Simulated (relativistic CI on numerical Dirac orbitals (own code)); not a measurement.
**Transition arrays of Nd¹⁸⁺**

Computed by Dirac-Coulomb-Breit CI, separate exchange-only KLI orbitals for each configuration, QED by a radiative potential, valence Slater integrals scaled by 0.9, whole transition arrays (own radial code, finite nucleus).

Configuration list (outside the closed core [Ar] 3d10 4s2): 4p⁶4d⁶, 4p⁶4d⁵4f, 4p⁵4d⁷, 4p⁶4d⁵5p, 4p⁶4d⁵5f. Levels of other configurations are missing.

All E1 lines from the levels of 4p⁶4d⁶; mean and standard deviation are weighted by gf, and upper levels are sorted by their leading configuration.

| Upper configuration | Lines | Σgf | Mean (eV) | Mean (nm) | σ (eV) | Strongest line (nm) |
| --- | --- | --- | --- | --- | --- | --- |
| 4p⁶4d⁵4f | 6129 | 1444.7 | 155.34 | 7.981 | 4.65 | 7.930 |
| 4p⁵4d⁷ | 1059 | 126.8 | 153.35 | 8.085 | 15.33 | 7.834 |
| 4p⁶4d⁵5p | 3245 | 127.3 | 197.52 | 6.277 | 3.57 | 6.272 |
| 4p⁶4d⁵5f | 5470 | 119.6 | 294.05 | 4.216 | 3.58 | 4.186 |

Σgf per state of the lower configuration in bins of 0.1 nm over the central range (centre: value): 4.15: 0.23, 4.25: 0.31, 6.15: 0.07, 6.25: 0.27, 6.35: 0.18, 6.45: 0.03, 7.45: 0.03, 7.55: 0.09, 7.65: 0.13, 7.75: 0.43, 7.85: 1.38, 7.95: 3.11, 8.05: 1.61, 8.15: 0.32, 8.25: 0.08, 8.35: 0.04.

Question: How do configuration mixing and the scaling of the Slater integrals move the arrays?

Answer: Slater scale 0.9, no configuration mixing: 4p⁶4d⁵4f 149.0 ± 6.3 eV (Σgf 1020.9), 4p⁵4d⁷ 134.2 ± 12.8 eV (Σgf 408.4), 4p⁶4d⁵5p 197.7 ± 3.5 eV (Σgf 152.9), 4p⁶4d⁵5f 293.9 ± 3.6 eV (Σgf 144.2); Slater scale 1: 4p⁶4d⁵4f 158.3 ± 4.8 eV (Σgf 1526.0), 4p⁵4d⁷ 153.7 ± 18.5 eV (Σgf 79.0), 4p⁶4d⁵5p 197.5 ± 3.8 eV (Σgf 123.0), 4p⁶4d⁵5f 294.1 ± 3.8 eV (Σgf 118.7); Slater scale 0.8: 4p⁶4d⁵4f 152.5 ± 4.5 eV (Σgf 1405.3), 4p⁵4d⁷ 149.9 ± 15.1 eV (Σgf 133.2), 4p⁶4d⁵5p 197.5 ± 3.3 eV (Σgf 131.2), 4p⁶4d⁵5f 294.0 ± 3.3 eV (Σgf 120.4). With mixing, levels are counted to their leading configuration, so an array can shrink or vanish into another, and the sums then hold other lines.
